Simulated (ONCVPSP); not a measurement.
What one change does to a pseudopotential (molybdenum (Mo), ONCV)

* Element: Mo (Z = 42)
* Generator: ONCVPSP 4.0.1
* Type: optimised norm-conserving Vanderbilt (ONCV)
* Functional: LDA (Perdew-Zunger)
* Relativity: non-relativistic
* Frozen core: [Ar] 3d10
* Valence charge: 14
* Reference configuration: 4s2 4p6 4d5 5s1
* Partial waves: 4s+5s: rc 2.10 bohr, ncon 3, nbas 7, qcut 4.7 1/bohr, 2 projectors; 4p: rc 1.55 bohr, ncon 3, nbas 8, qcut 7.1 1/bohr, 2 projectors, debl 1.5 Ha; 4d: rc 1.55 bohr, ncon 4, nbas 9, qcut 6.7 1/bohr, local
* Local potential: the d channel
* Core correction: none

All-electron outer shells of the reference configuration (LDA (Perdew-Zunger), non-relativistic, ld1.x):

```
shell  level (eV)  outermost node (bohr)  outermost maximum (bohr)
   3d     -224.72                      –                      0.32
   4s      -60.81                   0.53                      1.01
   4p      -37.82                   0.53                      1.08
   4d       -4.17                   0.53                      1.37
   5s       -4.03                   1.38                      3.04
```

Change: p: qcut 9.8.

Cutoffs: the cutoffs (Ha) at which the residual kinetic energy of the hardest occupied pseudo-wave falls to 1 and 0.1 mHa per electron; they do not see the model core or the augmentation charge, which bear on the density cutoff. Errors are all-electron minus pseudo energies relative to the spin-unpolarised reference configuration.

Task: How do hardness, ghosts and transferability respond?

Result: The potential gets harder (19 Ha and 24 Ha → 28 Ha and 34 Ha); of the 4 tests that both files solve, the error grows in 1 and shrinks in 0 by more than 15 % and 0.3 meV (median size 0.4 → 0.5 meV); neither file shows a bound ghost. The waves are optimised to have the least kinetic energy above qcut, so the cutoff follows it (qcut²/2 in Ha).

```csv
quantity,base,changed
"cutoff, loose",19 Ha,28 Ha
"cutoff, tight",24 Ha,34 Ha
loose cutoff by channel,"s 5.8 Ha, p 12 Ha, d 19 Ha","s 5.8 Ha, p 28 Ha, d 19 Ha"
bound ghosts,none,none
GHOST(+) flags under 300 eV,none,none
"error for 4s2 4p6 4d5 5s0, meV [ΔE 6.80 eV]",-0.6,-0.5
"error for 4s2 4p6 4d4 5s0, meV [ΔE 22.72 eV]",-0.2,-0.4
"error for 4s2 4p6 4d3 5s0, meV [ΔE 50.03 eV]",-1.1,+4.6
"error for 4s2 4p6 4d4 5s1, meV [ΔE 8.57 eV]",+0.2,+0.2
s: phases at 2.13 bohr within 0.05 rad from the reference energy up to (Ha; the scan ends near 5),3.2,3.2
p: phases at 1.57 bohr within 0.05 rad from the reference energy up to (Ha; the scan ends near 5),3.7,3.2
d: phases at 1.57 bohr within 0.05 rad from the reference energy up to (Ha; the scan ends near 5),4.9,4.9
```
